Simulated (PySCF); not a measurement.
BFH2OSe.

```xyz
6

B     -0.0109    -0.9566     0.0000
F     -1.1888    -1.5897     0.0000
O      1.1470    -1.6506     0.0000
H      1.0004    -2.6075     0.0000
Se    -0.0254     0.9948     0.0000
H      1.4413     1.0786     0.0000
```

Geometry optimised at r2SCAN-D4/def2-SVP. One conformer was computed; it need not be the lowest.

Calculation: PySCF with HF/pcSseg-1. Non-relativistic, no solvent.

Question: Give the absolute GIAO shielding of each atom: isotropic value and principal components (ppm). (Estimate from the structure and the level; the computed values follow.)

Answer: 
```tsv
atom	σ(iso)	σ11	σ22	σ33	span
B1	79.8	48.8	91.3	99.4	50.6
F2	290.0	153.3	330.3	386.3	233.0
O3	226.1	126.4	263.0	288.8	162.4
H4	27.2	20.1	21.6	40.1	20.0
Se5	2167.8	1906.1	2057.7	2539.6	633.5
H6	29.9	20.3	25.2	44.3	24.0
```
